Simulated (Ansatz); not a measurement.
Coupled-cluster diagnostics for (LiSH)4 cube (Li₄H₄S₄), Ansatz.

Geometry of the singlet (r2SCAN-D4/def2-SVP):

Cartesian coordinates in Å:
```
Li 0.9183 1.2025 -1.3239
Li -1.0255 -1.4220 -0.9847
Li -1.2681 1.0841 1.1234
Li 1.3749 -0.8646 1.1857
S 1.3813 -1.1813 -1.2239
S -1.4980 0.9421 -1.2921
S 1.1168 1.5496 1.0736
S -1.0005 -1.3104 1.4431
H 2.2289 -1.9050 -1.9754
H -2.4167 1.5201 -2.0851
H 1.8027 2.5002 1.7314
H -1.6140 -2.1153 2.3278
```

Correlated methods freeze 20 core orbitals; core or outer-core shells of Li are correlated, in sets that lack core-valence functions.

Estimate the CCSD(T) correlation energy, the shares of MP2 and (T), T1 and the reference's ⟨S²⟩ for: charge 0, singlet, own geometry in def2-SVP; and the rough time on 4 threads of Arm Neoverse V1 on a shared host.


```
                          state     basis  correlation (eV)  MP2 share (%)  (T) share (%)     T1  ⟨S²⟩ (pure)  wall time
charge 0, singlet, own geometry  def2-SVP           -18.181           87.5            2.3  0.007  0.00 (0.00)       14 s
```
Customary marks for T1 are 0.02 (closed shells), 0.045 (open shells) and about 0.05 (3d metals). T1 stays under 0.02 throughout.
